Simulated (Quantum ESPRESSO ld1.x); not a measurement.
Numerical settings for the helium ion He+, 1s1. Calculated with ld1.x of Quantum ESPRESSO 7.5: non-relativistic Kohn-Sham, PBE, spin-unpolarised, spherical densities, point nucleus; without spin polarisation the odd electron is poorly described. With the defaults (dx = 0.008, xmin = -7.0, rmax = 100, beta = 0.2, tr2 = 1e-14) the mesh has 1539 points, the cycle takes 18 iterations, E = -1.902054 hartree and the 1s eigenvalue is -1.43794 hartree. The mesh is r = exp(xmin + i dx)/Z up to rmax; beta is the mixing and tr2 the threshold. One setting is changed at a time.

| change | mesh points | iterations | change of E (mhartree) | change of e(1s) (mhartree) |
|---|---|---|---|---|
| dx = 0.005 | 2461 | 18 | +0.005 | +0.001 |
| dx = 0.0125 | 985 | 18 | -0.012 | -0.003 |
| xmin = -5 | 1289 | 22 | -0.001 | -0.001 |
| xmin = -6 | 1413 | 34 | 0.000 | 0.000 |
| rmax = 15 | 1301 | 19 | 0.000 | 0.000 |
| rmax = 30 | 1387 | 19 | 0.000 | 0.000 |
| beta = 0.8 | 1539 | 10 | 0.000 | 0.000 |
| beta = 1 | 1539 | 7 | 0.000 | 0.000 |
| tr2 = 0.0001 | 1539 | 6 | +0.468 | +0.473 |
| tr2 = 1e-10 | 1539 | 10 | -0.001 | -0.001 |
